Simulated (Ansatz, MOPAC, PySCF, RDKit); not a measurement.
Pair of molecules: HF (SMILES F) (first 2 atoms) with CH2F2 (SMILES FCF); geometry from B3LYP-D3(BJ)/def2-TZVP, rigid monomers moved along the line of their centres of mass till H2···F3 is 2.55 Å.
(charge 0, multiplicity 1):
```xyz
7

F     -0.127     0.096    -0.064
H      0.193     0.624     0.634
F      0.813     0.933     3.090
C      0.446    -0.146     3.874
F     -0.657     0.205     4.574
H      1.266    -0.344     4.563
H      0.208    -0.976     3.210
```

| level | interaction energy (kcal/mol) | minus MP2/CBS(aug-cc-pVDZ, aug-cc-pVTZ) + ΔCCSD(T)/aug-cc-pVDZ | cost |
|---|---|---|---|
| UFF | -0.09 | 2.32 | - |
| PM3 | -1.05 | 1.36 | - |
| PM6 | -0.25 | 2.16 | - |
| PM7 | -0.61 | 1.81 | - |
| HF/3-21G (no counterpoise) | -3.63 | -1.22 | - |
| HF/6-31G* | -2.20 | 0.22 | - |
| PBE/def2-TZVPPD | -2.22 | 0.20 | ×1 |
| PBE-D3(BJ)/def2-TZVPPD | -2.50 | -0.09 | ×1 |
| PBE-D4/def2-TZVPPD | -2.47 | -0.06 | ×1 |
| r2SCAN-D3(BJ)/def2-TZVPPD | -2.46 | -0.05 | ×2 |
| PBE0-D4/def2-TZVPPD | -2.45 | -0.03 | ×2 |
| MP2/aug-cc-pVTZ | -2.34 | 0.07 | ×3 |
| CCSD(T)/aug-cc-pVDZ | -2.30 | 0.11 | ×9 |
| MP2/CBS(aug-cc-pVDZ, aug-cc-pVTZ) + ΔCCSD(T)/aug-cc-pVDZ | -2.41 | 0.00 | ×10 |

 The comparison column counts from a level with limits of its own.

The rows run from -3.63 (HF/3-21G (no counterpoise)) to -0.09 kcal/mol (UFF). The dispersion term adds -0.29 in PBE-D3(BJ), -0.26 in PBE-D4.

Monomers are frozen at their geometry in the pair; levels with a basis set take the counterpoise correction. Rows marked so take none. RDKit's UFF carries no charges.

Frozen-core correlation. CBS(a, b) extrapolates the correlation energy as X⁻³ and adds the Hartree–Fock energy of set b. Rows in 3-21G, 6-31G* carry no dispersion term and start afresh at each structure (6-31G* with six Cartesian d functions). The state reached by PM3, PM6, PM7 isn't checked; PM7 holds dispersion and hydrogen-bond terms.

Codes used: Ansatz (Gaussian orbitals); MOPAC for PM3, PM6, PM7 (differences of heats of formation); PySCF for 3-21G rows, 6-31G* rows, the dispersion terms; RDKit for the force fields. Each number belongs to the level named beside it.

Costs are rough ratios of core time to PBE/def2-TZVPPD (about 2.5 s over the structures, on one shared machine); a dash marks a level with no comparable run of its own.

Ansatz is an electronic-structure program.
